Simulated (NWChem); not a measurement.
System: CH4SSi, singlet; SMILES C[Si]S

The following NWChem deck was run.

```
start job
memory heap 200 mb stack 900 mb global 1100 mb
geometry units angstroms
  Si     0.812884    -0.516448     0.199697
  C      1.410475     1.274903    -0.101998
  H      0.962355     1.959125     0.602486
  H      1.133273     1.615037    -1.111141
  H      2.491627     1.358366    -0.010577
  S     -1.330769    -0.136752    -0.124151
  H     -1.707501    -1.388611     0.094433
end
basis spherical
  * library def2-svp
end
dft
  xc hfexch
  iterations 150
end
driver
  maxiter 150
end
task dft optimize
```

Excerpt of the output:

```
             Northwest Computational Chemistry Package (NWChem) 7.3.0
             --------------------------------------------------------

 C1  symmetry detected

                             Geometry "geometry" -> ""
                             -------------------------

 Output coordinates in angstroms (scale by  1.889725989 to convert to a.u.)

  No.       Tag          Charge          X              Y              Z
 ---- ---------------- ---------- -------------- -------------- --------------
    1 Si                  14.0000    -0.78575547    -0.58583682    -0.00028595
    2 C                    6.0000     0.78927698    -1.67042887     0.00219882
    3 H                    1.0000     1.39328194    -1.47851455     0.87605001
    4 H                    1.0000     1.41191800    -1.45800924    -0.87989966
    5 H                    1.0000     0.54651164    -2.73111949    -0.01242700
    6 S                   16.0000     0.23688171     1.36313921     0.00034352
    7 H                    1.0000    -0.87690419     2.08170469     0.00159065

 Effective nuclear repulsion energy (a.u.)     129.7073020365

                                Z-matrix (autoz)
                                --------

 Units are Angstrom for bonds and degrees for angles

[...]

      ----------------------
      Optimization converged
      ----------------------

  Step       Energy      Delta E   Gmax     Grms     Xrms     Xmax
  ---- ---------------- -------- -------- -------- -------- --------
@    6    -726.40855829 -5.7D-08  0.00003  0.00001  0.00031  0.00079
                                     ok       ok       ok       ok

                                Z-matrix (autoz)
                                --------

 Units are Angstrom for bonds and degrees for angles

      Type          Name      I     J     K     L     M      Value     Gradient
      ----------- --------  ----- ----- ----- ----- ----- ---------- ----------
    1 Stretch                  1     2                       1.91217   -0.00003
    2 Stretch                  1     6                       2.14984   -0.00000
    3 Stretch                  2     3                       1.09480    0.00001
    4 Stretch                  2     4                       1.09467    0.00000
    5 Stretch                  2     5                       1.09175   -0.00000
    6 Stretch                  6     7                       1.33558    0.00001
    7 Bend                     1     2     3               111.12570    0.00000
    8 Bend                     1     2     4               111.25937   -0.00000
    9 Bend                     1     2     5               110.73398    0.00000
   10 Bend                     1     6     7                97.81222    0.00000
   11 Bend                     2     1     6                96.63642    0.00000
   12 Bend                     3     2     4               107.19388   -0.00000
   13 Bend                     3     2     5               108.17180   -0.00000
   14 Bend                     4     2     5               108.21020   -0.00000
   15 Torsion                  2     1     6     7        -179.98410   -0.00002
   16 Torsion                  3     2     1     6          60.13699   -0.00000
   17 Torsion                  4     2     1     6         -59.22819   -0.00000
   18 Torsion                  5     2     1     6        -179.61429    0.00000

                         Geometry "geometry" -> "geometry"
                         ---------------------------------

 Output coordinates in angstroms (scale by  1.889725989 to convert to a.u.)

  No.       Tag          Charge          X              Y              Z
 ---- ---------------- ---------- -------------- -------------- --------------
    1 Si                  14.0000    -0.78420908    -0.58234240    -0.00310007
    2 C                    6.0000     0.79284174    -1.66368132    -0.00380072
    3 H                    1.0000     1.40501572    -1.46919839     0.88276620
    4 H                    1.0000     1.41616176    -1.45593281    -0.87937106
    5 H                    1.0000     0.53423084    -2.72432344    -0.01301331
    6 S                   16.0000     0.21847729     1.31934607     0.00158691
    7 H                    1.0000    -0.86730768     2.09706722     0.00250244

 Effective nuclear repulsion energy (a.u.)     131.2151566607

                Final and change from initial internal coordinates
                --------------------------------------------------

                                Z-matrix (autoz)
                                --------

 Units are Angstrom for bonds and degrees for angles

[...]
```

Level: Hartree-Fock/def2-SVP. Low-valent species are run as closed-shell singlets; no triplet was tried in these runs.
